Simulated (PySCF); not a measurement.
Spectrum to structure. Level of theory: TDDFT CAM-B3LYP/def2-SVPD, vertical, gas phase, core orbitals frozen in the response in PySCF. Geometries: GFN2-xTB, one conformer each.

| state | E (eV) | λ (nm) | f |
| --- | --- | --- | --- |
| S1 | 2.48 | 500.5 | 0.0006 |
| S2 | 4.40 | 282.0 | 0.123 |
| S3 | 4.90 | 253.1 | 0.067 |
| S4 | 5.45 | 227.5 | 0.253 |
| S5 | 5.52 | 224.5 | 0.0002 |
| S6 | 5.70 | 217.5 | 0.0001 |
| S7 | 6.01 | 206.4 | 0.016 |
| S8 | 6.06 | 204.7 | 0.032 |

Triplets computed (Tamm–Dancoff): 2.15, 3.00, 3.97 eV.

Orbital energies (eV): HOMO-3 -10.24, HOMO-2 -9.41, HOMO-1 -9.34, HOMO -7.58, LUMO -1.10, LUMO+1 -0.43, LUMO+2 0.15.

Task: Which structure fits?
A. `O=S(=O)(Cl)c1ccco1`
B. `O=C=Pc1ccc(Cl)cc1`
C. `c1cc(cc(c1)C#C)Cl`

Result: B. Its S1, at 2.48 eV, is the lowest among the candidates; the nearest of the others has S1 at 5.05 eV. S1 is HOMO→LUMO (90%), HOMO-2→LUMO (9%). Löwdin shares by element: HOMO carbon 29% or more, phosphorus 29%, oxygen 12% (atoms not listed hold the other 30%); LUMO carbon 44% or more, oxygen 28%, phosphorus 21%. At the same level the other candidates give, for their lowest levels:
- `O=S(=O)(Cl)c1ccco1`: 5.27 eV (f 0.181); 5.83 eV (f 0.005); 6.30 eV (f 0.131); 6.63 eV (f 0.029); 6.69 eV (f 0.010); T1 3.71 eV; HOMO -9.23, LUMO -1.06 eV
- `C#Cc1cccc(Cl)c1`: 5.05 eV (f 0.018); 5.36 eV (f 0.233); 5.67 eV (f 0.000); 6.23 eV (f 0.483); 6.42 eV (f 0.000); T1 3.59 eV; HOMO -8.30, LUMO -0.32 eV

The values belong to the conformer `[O:1]=[C:2]=[P:3][c:4]1[cH:5][cH:6][c:7]([Cl:8])[cH:9][cH:10]1`: C2–P3–C4–C5 180°.
